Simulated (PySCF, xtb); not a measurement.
BH3N, SMILES [BH]N (connectivity only; charge and spin as stated), charge +1, multiplicity 1.

Harmonic wavenumbers (cm⁻¹) from GFN2-xTB (xtb) at its own minimum, in rising order: 496, 638, 641, 792, 1246, 1677, 2827, 3207, 3250.

Problem. What does TPSSh-D3(BJ)/def2-TZVP (PySCF) give at its own minimum? (An estimate is asked for; the answer gives what the named calculation found.)

Solution. 573, 671, 749, 928, 1456, 1607, 2885, 3440, 3505. Paired by order, the mean absolute difference is 131 cm⁻¹ and the zero-point energies are 21.1 and 22.6 kcal/mol.
